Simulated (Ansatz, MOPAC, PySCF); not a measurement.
Complex: CH2O (SMILES C=O) (first 4 atoms) with H2Se (SMILES [SeH2]); geometry from B3LYP-D3(BJ)/def2-TZVP, rigid monomers moved along the line of their centres of mass till O2···Se5 is 5.80 Å.
(charge 0, multiplicity 1):
```xyz
7

C      0.35370     0.06698    -0.32922
O      1.08377    -0.66807     0.27787
H      0.20414    -0.03382    -1.42102
H     -0.20388     0.87851     0.17370
Se     0.94936     1.43403     5.67888
H      0.50907     0.03444     5.65963
H      0.30301     1.66948     6.98075
```

Counterpoise-corrected where a basis set is named; no monomer relaxation. Rows marked so take none.

Frozen-core correlation. Filled d and f shells under p-block atoms count as core. CBS(a, b) extrapolates the correlation energy as X⁻³ and adds the Hartree–Fock energy of set b. Rows in 6-31G*, STO-3G carry no dispersion term and start afresh at each structure (6-31G* with six Cartesian d functions); the Pople sets are all-electron and without relativity. MP2/6-31G* freezes PySCF's default core, which leaves 3d correlated. The state that AM1, PM3 reach isn't checked.

Run with Ansatz (a quantum-chemistry and plane-wave program) with Gaussian orbitals; MOPAC for AM1, PM3 (differences of heats of formation); PySCF for 6-31G* rows, STO-3G rows, the dispersion terms. 

Other levels give for the interaction energy: PBE/def2-TZVPPD -0.18; B3LYP/def2-TZVPPD -0.15; B3LYP-D3(BJ)/def2-TZVPPD -0.24; wB97M-V/def2-TZVPPD -0.24; MP2/CBS(aug-cc-pVDZ, aug-cc-pVTZ) + ΔCCSD(T)/aug-cc-pVDZ -0.23 kcal/mol.

Common cheap choices:

| level | interaction energy (kcal/mol) | less -0.23 (MP2/CBS(aug-cc-pVDZ, aug-cc-pVTZ) + ΔCCSD(T)/aug-cc-pVDZ) |
|---|---|---|
| AM1 | -0.07 | 0.16 |
| PM3 | -0.09 | 0.14 |
| HF/STO-3G (no counterpoise) | -0.06 | 0.17 |
| HF/6-31G* | -0.20 | 0.03 |
| HF/6-31G* (no counterpoise) | -0.21 | 0.02 |
| BP86/6-31G* (no counterpoise) | -0.13 | 0.10 |
| B3LYP/6-31G* (no counterpoise) | -0.15 | 0.08 |
| MP2/6-31G* | -0.19 | 0.04 |
